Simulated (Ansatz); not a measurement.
Program: Ansatz. Geometries: PBE0-D4/def2-TZVP. ΔE: electronic, gas phase. CCSD(T)/CBS is the MP2 limit (def2-TZVPP, def2-QZVPP) plus CCSD(T) − MP2 in def2-TZVPP, frozen cores. DFT in def2-TZVPP. HSE06 is defined as in plane-wave codes. For Ge outer-core shells are correlated without core-valence functions, which leaves a few kJ/mol of doubt a bond. Scalar relativity is left out up to krypton. Each species was taken in one conformer, which may not be the lowest.

Consider the cleavage of the Ge–Si bond: `[GeH3][SiH2][SiH2][SiH2][GeH3]` + `[OH][GeH3]` → `[GeH3][O][GeH3]` + `[SiH3][SiH2][SiH2][GeH3]`.

(1) Is it downhill or uphill in electronic energy at CCSD(T)/CBS, and by how much? (Best estimate.)

(2) What do these levels give: PBE-D4, revPBE-D4, PBE0-D4, HSE06-D4, PBE0, r2SCAN0, HSE06, LC-ωPBE, MP2/def2-TZVPP, SCS-MP2/def2-TZVPP, MP2/def2-QZVPP, SCS-MP2/def2-QZVPP? (An estimate is asked.)

Largest T1 diagnostic among the species: 0.013.

Results:

(1) Computed: Downhill: ΔE = -3.6 kJ/mol.

(2) Ansatz gave: PBE-D4 11.7, revPBE-D4 9.5, PBE0-D4 8.7, HSE06-D4 8.7, PBE0 3.8, r2SCAN0 -2.4, HSE06 3.8, LC-ωPBE -3.9, MP2/def2-TZVPP -9.7, SCS-MP2/def2-TZVPP -18.7, MP2/def2-QZVPP -7.9, SCS-MP2/def2-QZVPP -17.2 kJ/mol.

From BLYP to BHLYP (50 % exact exchange), in def2-TZVPP and without D4, ΔE moves by −6.7 kJ/mol. At CCSD(T), def2-SVP lies −15.9 kJ/mol from the extrapolated value and def2-TZVPP −4.6 kJ/mol.
